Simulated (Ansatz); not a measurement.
Li8Al. The state is a doublet with charge 0. Geometry r2SCAN-D4/def2-TZVPD, that of the charge -1 singlet; atoms count from 1.

Cartesian coordinates in Å:
```
Li -1.817 -1.225 -0.881
Li -2.970 0.715 1.269
Li 0.194 -0.994 -3.309
Li -0.544 1.753 2.774
Li 0.990 -1.539 -0.526
Li -0.114 1.135 -0.633
Li 1.884 0.404 1.362
Li 3.069 0.270 -1.568
Al -0.691 -0.520 1.511
```

The charge 0 doublet is spin-contaminated (final ⟨S²⟩ up to 0.97, 0.75 for a pure state). The structure comes from a short search, and lower isomers may exist.

Estimate the Mulliken populations from the PBE0/def2-TZVPD orbitals of Ansatz.


```json
{"atom": "Li1", "charge (e)": "0.29", "spin (α − β)": "0.13"}
{"atom": "Li2", "charge (e)": "0.42", "spin (α − β)": "0.01"}
{"atom": "Li3", "charge (e)": "-0.07", "spin (α − β)": "0.23"}
{"atom": "Li4", "charge (e)": "0.42", "spin (α − β)": "0.02"}
{"atom": "Li5", "charge (e)": "-0.19", "spin (α − β)": "0.04"}
{"atom": "Li6", "charge (e)": "0.46", "spin (α − β)": "-0.15"}
{"atom": "Li7", "charge (e)": "0.29", "spin (α − β)": "0.12"}
{"atom": "Li8", "charge (e)": "-0.07", "spin (α − β)": "0.24"}
{"atom": "Al9", "charge (e)": "-1.55", "spin (α − β)": "0.35"}
```
Mulliken values and Mayer orders depend strongly on the basis. With diffuse functions, as here, like atoms can get unlike values, and bond orders can come out too low or too high.

Where does the spin sit?

Summed by element: Li 0.65, Al 0.35, of 1 unpaired in all. Largest on single atoms: Al9 0.35, Li8 0.24, Li3 0.23.

And the Mayer bond orders between bonded heavy atoms (over 0.3)?

Li1–Al9 0.51 (2.74 Å); Li2–Al9 0.64 (2.60 Å); Li3–Li5 0.35 (2.95 Å); Li4–Al9 0.64 (2.61 Å); Li5–Li8 0.36 (2.95 Å); Li5–Al9 0.50 (2.83 Å); Li6–Al9 0.33 (2.77 Å); Li7–Al9 0.52 (2.74 Å). Values over 0.3 also appear between atoms too far apart for a bond (Li3–Li8 0.31 at 3.59 Å); they arise where an orbital or an unpaired electron spreads over both atoms.
